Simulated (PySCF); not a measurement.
Xe: excitation energy

Xe [Xe] (1S) → Xe [Kr] 4d10 5s2 5p5 6s1 (3P), as a difference of total energies. Computed with PySCF 2.14 in aug-cc-pwCVDZ-PP with ECP28MDF, with scalar relativity through the core potential. Correlated levels: valence: 4s2 4p6 4d10 frozen; valence and next inner shell: nothing frozen outside the core potential. The calculations carry no spin-orbit coupling.

```csv
method,excitation energy (eV)
UHF,8.642
LDA,8.891
PBE,8.774
PBE0,8.949
wB97X,9.297
B3LYP,8.896
r2SCAN0,9.109
PBEsol,8.821
MP2 (valence),8.900
SCS-MP2 (valence),8.933
SCS-MP2 (valence and next inner shell),8.941
```

**Question.** Estimate what r2SCAN gives.

**Answer.** 9.106 eV, closest to r2SCAN0 among the rows shown.

**Question.** Estimate what MP2 (valence and next inner shell) gives.

**Answer.** 8.928 eV, closest to SCS-MP2 (valence) among the rows shown.

The promoted electron is Rydberg-like, and one or two diffuse shells describe it only roughly, which tends to raise the upper state.
